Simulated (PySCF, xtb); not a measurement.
Cl2H4N2Sn, SMILES [Cl][Sn]([NH2])([NH2])[Cl]. One conformer was computed; it need not be the lowest.

Harmonic wavenumbers (cm⁻¹) from xtb 6.7.1 with GFN2-xTB at its own minimum, in rising order: 75, 85, 103, 113, 122, 127, 148, 278, 319, 448, 509, 721, 733, 763, 791, 1450, 1459, 3371, 3372, 3403, 3404.

What does PySCF with PBE-D3(BJ)/def2-SVP give at its own minimum? (The exact figures need the calculation; the answer reports its results.)

85, 103, 112, 134, 138, 146, 224, 344, 365, 538, 555, 669, 674, 860, 866, 1482, 1484, 3399, 3400, 3502, 3502. Paired by order, the mean absolute difference is 48 cm⁻¹ and the zero-point energies are 31.2 and 32.3 kcal/mol.
